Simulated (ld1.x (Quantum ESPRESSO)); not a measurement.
**silicon (Si): one change to a TM potential, before and after**

- Element: Si (Z = 14)
- Generator: ld1.x (Quantum ESPRESSO) 7.5
- Type: norm-conserving Troullier–Martins (Kleinman–Bylander form)
- Functional: BLYP
- Relativity: scalar-relativistic
- Frozen core: [Ne]
- Valence charge: 4
- Reference configuration: 3s2 3p2
- Partial waves: 3p (bound): rc 1.50 bohr; 3s (bound): rc 1.40 bohr
- Local potential: the s channel
- Core correction: Bessel-smoothed model core inside 1.10 bohr

Change: wave 3s (bound): rc 1.40 bohr becomes 3s (bound): rc 0.96 bohr.

Cutoffs: the cutoffs (Ry, on a coarse ladder) from which the occupation-weighted sum of valence levels, in a spherical-Bessel basis at the reference potential, stays within 10 and 1 mRy of its value at 400 Ry; they do not see the model core or the augmentation charge, which bear on the density cutoff. Errors are all-electron minus pseudo energies relative to the spin-unpolarised reference configuration.

Question: Predict the effect on cutoff, ghosts and configuration errors.

Answer: The potential gets harder (35 Ry and 80 Ry → 260 Ry and 300 Ry); a bound ghost appears in s, which as a rule spoils a file; of the 7 tests that both files solve, the error grows in 7 and shrinks in 0 by more than 15 % and 0.3 meV (median size 3.1 → 14.0 meV); the range in which the s phases agree narrows (upper end 3.3 → -0.5). A smaller radius makes the pseudo-wave follow the all-electron one further in, where it bends more sharply, so more plane waves are needed. That the errors move this way runs against the usual rule that smaller radii transfer better.

| quantity | base | changed |
| --- | --- | --- |
| cutoff, loose | 35 Ry | 260 Ry |
| cutoff, tight | 80 Ry | 300 Ry |
| loose cutoff by channel (10 mRy a level) | p 6 Ry, s 25 Ry | p 6 Ry, s 230 Ry |
| bound ghosts | none | s (extra level of the local part) |
| error for 3s2 3p1, meV [ΔE 7.59 eV] | +3.1 | +14 |
| error for 3s2 3p0, meV [ΔE 23.48 eV] | +17 | +63 |
| error for 3s1 3p0, meV [ΔE 57.48 eV] | +47 | +426 |
| error for 3s0 3p4, meV [ΔE 13.88 eV] | +1.9 | -2.9 |
| error for 3s1 3p2, meV [ΔE 15.04 eV] | +7.7 | +69 |
| error for 3s1 3p3, meV [ΔE 6.85 eV] | +0.3 | +6.7 |
| error for 3s2 3p2.3, meV [ΔE -0.89 eV] | +0.2 | +0.6 |
| s: phases at 1.66 bohr within 0.05 rad from the reference energy up to (Ry; the scan ends near 5) | 3.3 | -0.5 |
| p: phases at 1.66 bohr within 0.05 rad from the reference energy up to (Ry; the scan ends near 5) | 0.9 | 0.1 |

 A true bound ghost makes a file unfit for plane-wave use even where its test errors are small: the radial tests pick states by their node count and pass the ghost by.
